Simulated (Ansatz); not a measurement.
Consider the redistribution: `C[N]([GeH3])[SiH2]O` + `C[SiH2][SiH2]S` → `S[SiH2][SiH2][GeH3]` + `CN(C)[SiH2]O`.

Gas-phase electronic energies from Ansatz, PBE0-D4/def2-TZVP geometries. CBS: MP2 limit from def2 TZ/QZ plus the TZ coupled-cluster correction, frozen cores. DFT in def2-TZVPP. B3LYP here is the variant with VWN-RPA as its local correlation; programs differ in this. For Ge outer-core shells are correlated without core-valence functions, which leaves a few kJ/mol of doubt a bond. Scalar relativity is left out up to krypton. One conformer a species, not always the lowest.

| level | ΔE (kJ/mol) | difference from CCSD(T)/CBS |
| --- | --- | --- |
| PBE-D4 | 34.7 | -16.9 |
| r2SCAN-D4 | 45.5 | -6.1 |
| PBE0-D4 | 38.6 | -13.0 |
| B3LYP-D4 | 45.4 | -6.2 |
| ωB97X-V | 48.5 | -3.1 |
| ωB97M-V | 51.5 | -0.1 |
| B2PLYP | 51.2 | -0.4 |
| PBE | 34.2 | -17.4 |
| r2SCAN | 45.4 | -6.2 |
| PBE0 | 38.2 | -13.4 |
| B3LYP | 44.5 | -7.1 |
| HF/def2-TZVPP | 58.0 | 6.4 |
| MP2/def2-TZVPP | 59.6 | 8.0 |
| SCS-MP2/def2-TZVPP | 59.9 | 8.3 |
| CCSD/def2-TZVPP | 53.1 | 1.5 |
| CCSD(T)/def2-TZVPP | 52.7 | 1.1 |
| HF/def2-QZVPP | 58.7 | 7.1 |
| MP2/def2-QZVPP | 59.2 | 7.6 |
| SCS-MP2/def2-QZVPP | 59.8 | 8.2 |
| HF/CBS(def2) | 58.8 | 7.2 |
| MP2/CBS(def2) | 58.5 | 6.9 |
| CCSD/CBS(def2) | 52.0 | 0.4 |
| CCSD(T)/CBS | 51.6 | 0 |

Largest T1 diagnostic among the species: 0.012.

From PBE to PBE0 (25 % exact exchange), in def2-TZVPP and without D4, ΔE moves by +4.0 kJ/mol.
